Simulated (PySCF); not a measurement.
H9N3Si2, SMILES N[SiH2]N[SiH2]N. Geometry: PBE-D3(BJ)/def2-SVP. The values are those of a single conformer.

**Question.** Give the equilibrium geometry at PBE-D3(BJ)/def2-SVP (PySCF confirms it by a frequency run) as a Z-matrix, and its point group. (The exact figures need the calculation; the answer reports its results.)

**Answer.** This is not unique; one that fits is point group Cs.
```
N
H 1 1.0276
Si 1 1.7488 2 114.45
N 3 1.7428 1 108.91 2 48.20
H 4 1.0227 3 118.41 1 -151.84
H 4 1.0230 5 110.66 3 144.48
Si 1 1.7488 2 114.45 3 -178.33
N 7 1.7428 1 108.91 2 -48.20
H 8 1.0227 7 118.41 1 151.84
H 8 1.0230 9 110.66 7 -144.48
H 3 1.5082 4 103.25 5 -29.52
H 7 1.5082 8 103.25 9 29.52
H 3 1.5089 11 108.47 4 -125.50
H 7 1.5089 12 108.47 8 125.50
```
